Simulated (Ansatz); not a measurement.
Reaction (formal exchange of groups at the Al–Sn bond): `[CH3][Al]([CH3])[SnH3]` + `C#N` → `[CH3][Al]([CH3])[C]#N` + `[SnH4]`

Computed with Ansatz on PBE0-D4/def2-TZVP structures; ΔE is electronic, products minus reactants. CCSD(T)/CBS adds triple-zeta CCSD(T) − MP2 to the extrapolated MP2 energy (def2 sets, frozen cores). This one scheme is used for every species. DFT in def2-TZVPP. def2 core potentials past Kr. For Sn outer-core shells are correlated without core-valence functions, which leaves a few kJ/mol of doubt a bond.

| species | PBE-D4 energy (Eh) |
| --- | --- |
| `[CH3][Al]([CH3])[SnH3]` | -538.13312 |
| `C#N` | -93.34782 |
| `[CH3][Al]([CH3])[C]#N` | -414.84108 |
| `[SnH4]` | -216.65042 |

**Question.** Work out ΔE.

**Answer.** ΔE = (-414.84108) + (-216.65042) − (-538.13312) − (-93.34782) = -0.01056 Eh = -27.7 kJ/mol. CCSD(T)/CBS gives -32.7 kJ/mol.

Largest T1 diagnostic among the species: 0.014.

In def2-TZVPP, CCSD(T) changes the Hartree–Fock value by +15.2 kJ/mol (the triples alone add +1.1 kJ/mol) and MP2 by +15.5 kJ/mol. The D4 term adds +3.1 kJ/mol with B3LYP and +1.9 kJ/mol with PBE0; it sums over pairs of atoms, weighted by their polarisabilities, and B3LYP, whose exchange is more repulsive, gets the larger term. From PBE to PBE0 (25 % exact exchange), in def2-TZVPP and without D4, ΔE moves by −3.8 kJ/mol.

B3LYP here is the variant with VWN-RPA as its local correlation; programs differ in this.
